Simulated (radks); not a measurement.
Results of a calculation; reference values are marked as such.
Question: Coherent X-ray form factor from a spherical all-electron density. Code: a radial shooting solver on a logarithmic mesh with Libxc functionals. Model: Dirac Kohn-Sham, LDA (Slater exchange, Perdew-Wang correlation), spin-unpolarised, spherical densities, finite nucleus; Fermi nuclear charge, rms radius of each element as measured or else 0.836 A^(1/3) + 0.57 fm.

| sin(theta)/lambda (1/angstrom) | f0 (electrons) |
|---|---|
| 0.05 | 47.717 |
| 0.1 | 46.891 |
| 0.15 | 45.587 |
| 0.2 | 43.900 |
| 0.25 | 41.940 |
| 0.3 | 39.817 |
| 0.4 | 35.454 |
| 0.5 | 31.360 |
| 0.6 | 27.790 |
| 0.8 | 22.384 |
| 1 | 18.881 |
| 1.25 | 16.021 |
| 1.5 | 13.778 |
| 2 | 9.863 |

The species is in the configuration that NIST lists as its ground one. Which atom or ion scatters so?

Answer: The cerium ion Ce10+, [Kr] 4d10 5s2. Extrapolating in s^2 from the first two rows gives f0(0) = 48.0, near the electron count 48; among species with that count, the fall with angle is slower the higher Z, and the table is that of Z = 58; from so few rows the species is fixed only to a neighbour or two.
